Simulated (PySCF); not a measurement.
How methods differ on the interval between two levels of Au(2+)

Au(2+) [Xe] 4f14 5d9 [2D5/2, M_J = 5/2] → Au(2+) [Xe] 4f14 5d8 6s1 [4F9/2, M_J = 9/2], as a difference of total energies. All numbers are calculated (PySCF 2.14, the two-component X2C-1e Hamiltonian, in x2c-TZVPall-2c with one added diffuse shell each of s, p, d type (12s12p11d2f, 117 functions)). Correlated levels: [Kr] 4d10 4f14 frozen; the 34 highest virtual spinors dropped. "Screened" scales the spin-orbit matrix elements by Boettger's factors to mimic the two-electron term; Breit and QED terms are absent.

| method | interval between two levels (cm⁻¹) |
| --- | --- |
| GHF (screened spin-orbit) | 27367 |
| GMP2 (screened spin-orbit) | 27618 |

The labels give the starting determinants; with spin-orbit coupling the two ends relaxed to ⟨J²⟩ = 8.82, ⟨L²⟩ = 6.21, ⟨S²⟩ = 0.93 and ⟨J²⟩ = 24.76, ⟨L²⟩ = 12.41, ⟨S²⟩ = 3.83.
